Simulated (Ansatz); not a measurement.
HIn, charge -1, doublet, geometry from GFN2-xTB (such geometries of metal compounds can be far from the true shape) (a state made from the parent by changing its charge; the spin is typed, not shown lowest) (core potentials on In) (a gas-phase anion, which may not be bound at this level), with bond 1-2 at 1.25 times its length; B3LYP/def2-TZVP (Ansatz, a program for electronic structure).

The Ansatz input:
Ansatz 0.2 input:
```yaml
crystal:
  periodic: [false, false, false]
  atoms:
    - {symbol: In, position_ang: [0.00000000, 0.00000000, -0.48280041]}
    - {symbol: H, position_ang: [0.00000000, 0.00000000, 1.75238670]}
basis:
  gaussian:
    orbitals: def2-TZVP
hamiltonian:
  xc: b3lyp
total_charge: -1
magnetization: {spin_polarized: true, initial_magnetization: 1}
scf: {lower_state_search: off}
```

### Question
What does Ansatz print? Leave out banner, timings and long lists.

### Answer

```
Functional definition: B3LYP
these checks for a lower state are left out or cut short: stability, starts, cluster_reference, orbital_swaps, neighbouring_geometries, increment
509 factors; their error is unknown
mean field evaluation 1: about -5190.8415 eV, gradient 1.2e1 eV
mean field evaluation 2: about -5190.7354 eV, gradient 1.3e1 eV
mean field evaluation 4: about -5191.6045 eV, gradient 4.1e-1 eV
mean field evaluation 8: about -5191.6494 eV, gradient 1.6e-2 eV
mean field evaluation 16: about -5191.6494 eV, gradient 8.4e-6 eV
mean field -5191.64939348 eV, -190.7895961842 hartree, gradient 4.1e-6 eV, S^2 0.752008; 0 other end points of the search recorded, 0 dependent functions left out
reference -5191.64956153 eV, -190.7896023597 hartree; 12, 11 occupied and 44, 45 virtual orbitals, 509 factors
Total energy: -5191.64956153 eV, -190.7896023597 hartree
Checks for a lower state left out: stability, starts, cluster_reference, orbital_swaps, neighbouring_geometries, increment
```
